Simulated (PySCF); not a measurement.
C8H10N2Si.
Numbering: `[SiH3:1][CH2:2][c:3]1[cH:4][n:5]2[cH:6][cH:7][cH:8][cH:9][c:10]2[n:11]1` (hydrogens: H12, H13, H14 on Si1; H15, H16 on C2; H17 on C4; H18 on C6; H19 on C7; H20 on C8; H21 on C9)

Computed with PySCF at PBE0/pcSseg-1, non-relativistic, on one gas-phase PBE0-D3(BJ)/def2-SVP geometry that isn't relaxed in the solvent. The solvent is an IEF-PCM continuum (cavity from Bondi-type radii × 1.2). Specific hydrogen bonds and non-electrostatic terms are outside this model.

Gas phase at PBE0/pcSseg-1: HOMO -6.16 eV, LUMO -1.06 eV, dipole 3.18 D.

**Question.** What does the continuum do to the energy, the frontier levels and the dipole at PBE0/pcSseg-1 in cyclohexane and acetone?

**Answer.** 
| solvent | ε | E(solvent) − E(gas) (kcal/mol) | polarisation term (kcal/mol) | distortion of the solute (kcal/mol) | HOMO (eV) | LUMO (eV) | dipole (D) |
| --- | --- | --- | --- | --- | --- | --- | --- |
| cyclohexane | 2.017 | -2.76 | -2.96 | 0.20 | -6.14 | -1.01 | 3.67 |
| acetone | 20.49 | -7.20 | -8.78 | 1.58 | -6.18 | -1.02 | 4.56 |

The polarisation term is half the interaction of the solute with the surface charges that it induces; the rest is the cost of distorting the solute's density. The sum is the electrostatic part of solvation alone. From cyclohexane to acetone the lowering changes by a factor 2.61, Onsager's factor (ε − 1)/(2ε + 1) by 2.30 and ε itself by 10.2.

**Question.** Which radius a makes the point-dipole formula ΔE = −[(ε − 1)/(2ε + 1)]·μ²/a³ give the value in acetone, with the gas-phase dipole?

**Answer.** μ = 1.252 au and |ΔE| = 0.01148 Eh give a = 2.11 Å; the farthest nucleus lies 5.01 Å from the centroid of the nuclei, so such a sphere wouldn't even hold the nuclei. The formula assumes a rigid point dipole at the centre of a sphere.

**Question.** Which ESP-fitted charges (PBE0/pcSseg-1) respond most in acetone (means over atoms taken as equivalent)?

**Answer.** 
```tsv
atoms	environment	gas (e)	solvent (e)	change
N11	pyridine-type nitrogen	-0.691	-0.787	-0.096
C9	aromatic CH carbon	-0.434	-0.480	-0.046
C7	aromatic CH carbon	-0.277	-0.305	-0.028
H17	aromatic hydrogen	+0.289	+0.317	+0.028
H18	aromatic hydrogen	+0.197	+0.222	+0.025
C10	ring-fusion aromatic carbon	+0.564	+0.589	+0.025
Si1	SiH3 silicon	+0.490	+0.513	+0.023
H19	aromatic hydrogen	+0.190	+0.212	+0.022
```

**Question.** Which Mayer bond orders change most in acetone?

**Answer.** 
| bond | length (Å) | gas | solvent | change |
| --- | --- | --- | --- | --- |
| N11–C3 | 1.358 | 1.403 | 1.380 | -0.023 |
| C3–C4 | 1.387 | 1.421 | 1.440 | +0.019 |
| C10–N5 | 1.402 | 0.960 | 0.971 | +0.011 |
| C4–N5 | 1.372 | 1.104 | 1.097 | -0.007 |
| C2–H16 | 1.101 | 0.939 | 0.932 | -0.007 |
| Si1–H14 | 1.492 | 0.949 | 0.943 | -0.006 |
| Si1–C2 | 1.896 | 0.897 | 0.902 | +0.005 |
| C6–C7 | 1.366 | 1.571 | 1.566 | -0.005 |

Shape of the structure used: `[SiH3:1][CH2:2][c:3]1[cH:4][n:5]2[cH:6][cH:7][cH:8][cH:9][c:10]2[n:11]1`: Si1–C2–C3–C4 96°.
